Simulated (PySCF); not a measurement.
GeH₂, SMILES [GeH2] (connectivity only; charge and spin as stated), neutral, multiplicity 1. Coordinates come from a B3LYP-D3(BJ)/def2-TZVPD optimisation. The isomer is the one that the SMILES or the coordinates give; other isomers of the formula were not compared.

TDDFT-LC-ωPBE/def2-TZVPD (PySCF) puts the lowest singlet excitations at 2.40, 4.29, 6.59, 7.06, 7.97, 8.50 eV.

### Question
What are the lowest excitation roots from ADC(2)/aug-cc-pVDZ run with PySCF? (Estimate from the structure and the level; the computed values follow.)

### Answer
2.53, 4.52, 6.12, 6.77, 7.35, 7.44 eV. S1 differs by 0.13 eV (second minus first; roots are paired by order, and the bases may differ).
